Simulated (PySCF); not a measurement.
**Ru⁺: ionisation energy**

Ru⁺ [Kr] 4d7 (4F) → Ru²⁺ [Kr] 4d6 (5D), as a difference of total energies. All numbers are calculated (PySCF 2.14, scalar relativity by spin-free X2C-1e, in x2c-SVPall). Correlated levels: valence: [Kr] frozen. The calculations carry no spin-orbit coupling.

| method | ionisation energy (eV) |
| --- | --- |
| UHF | 14.945 |
| BP86 | 17.269 |
| MN15 | 16.789 |
| MP2 (valence) | 15.993 |
| SCS-MP2 (valence) | 16.107 |

How much does correlation contribute at MP2 (valence)?

15.993 − (14.945) = 1.048 eV, measured against UHF.

The reference lies between the lowest fine-structure levels, while these numbers refer to the centres of the terms.

Errors of the correlated levels include the incompleteness of this basis and the frozen core.

For comparison: 16.76 ± 0.06 eV (semi-empirical (NIST evaluation); NIST Atomic Spectra Database, ionization energies).
